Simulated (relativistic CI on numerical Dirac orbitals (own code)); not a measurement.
**Ho XXV: sensitivity of the levels to the model**

Base calculation: Dirac-Coulomb-Breit CI, separate exchange-only KLI orbitals for each configuration, QED by a radiative potential, unscaled Slater integrals.

Configuration list (outside the closed core [Ar] 3d10): 4s²4p⁶4d⁷, 4s²4p⁵4d⁸, 4s²4p⁶4d⁶4f, 4s4p⁶4d⁸, 4s²4p⁵4d⁷4f, 4s4p⁶4d⁷4f, 4s²4p⁶4d⁶5s, 4s²4p⁶4d⁶5p, 4s²4p⁶4d⁵4f5s, 4s²4p⁶4d⁶5d, 4s²4p⁵4d⁷5s, 4s²4p⁶4d⁵5s5p, 4s²4p⁶4d⁶5f, 4s²4p⁶4d⁶6s, 4s²4p⁶4d⁶6p, 4p⁶4d⁸4f, 4s4p⁶4d⁷5s, 4s²4p⁶4d⁶7s, 4p⁶4d⁹, 4p⁵4d¹⁰, 4p⁵4d⁹4f, 4s²4p⁶4d⁵5s², 4s²4p⁶4d⁴4f5s², 4s²4p⁵4d⁵4f5s², 4s4p⁶4d⁵4f5s², 4p⁶4d⁸5s, 4p⁵4d⁹5s, 4p⁵4d⁸4f5s, 4p⁶4d⁷5s², 4p⁵4d⁸5s², 4p⁶4d⁶4f5s², 4p⁵4d⁷4f5s². Double excitations out of closed p, d and f shells are left out; levels of such configurations are missing from the list, as are those of other unlisted configurations, and high levels can miss mixing partners.

The lowest level and the first level of each name with at least 55 % of one term (blank where a level has no safe partner in the second run):

| Level | Base (cm⁻¹) | Shift (cm⁻¹) |
| --- | --- | --- |
| 4s²4p⁶4d⁷ ⁴F9/2 | 0 | 0 |
| 4s²4p⁶4d⁷ ⁴F7/2 | 66741 | -620 |
| 4s²4p⁶4d⁷ ⁴P5/2 | 96606 | -1381 |
| 4s²4p⁶4d⁷ ⁴P1/2 | 105566 | -829 |
| 4s²4p⁶4d⁷ ²H11/2 | 111113 | +1645 |
| 4s²4p⁶4d⁷ ²G7/2 | 124110 | -47 |
| 4s²4p⁶4d⁷ ²F5/2 | 145505 | -400 |
| 4s²4p⁶4d⁷ ²H9/2 | 181584 | +522 |
| 4s²4p⁶4d⁷ ²P1/2 | 182782 | -816 |
| 4s²4p⁶4d⁷ ²D3/2 | 192640 | -3334 |
| 4s²4p⁶4d⁷ ²F7/2 | 197065 | -237 |
| 4s²4p⁵4d⁸ ⁴G°11/2 | 1160999 | -21508 |
| 4s²4p⁶4d⁶4f ⁶G°13/2 | 1291575 | -29710 |
| 4s²4p⁵4d⁸ ²H°11/2 | 1312674 | -22458 |
| 4s²4p⁶4d⁶4f ⁶H°15/2 | 1328304 | -29251 |

At this charge energies of transitions that change n are usually good to better than 1 %, and those within a shell (Δn = 0) to a few per cent. Terms inside the open d or f shell come out 10 to 20 % too wide with unscaled integrals.

One thing was changed in a second run, which moved the levels as shown. Which?
A. only the first 3 configurations
B. Breit term removed
C. QED terms removed

A. Only the first 3 configurations. With fewer configurations the levels that remain lose their mixing partners.

LS names give the leading component of a level, which can be under half, so a name can repeat, a term be missing and a line seem to break the LS rules.
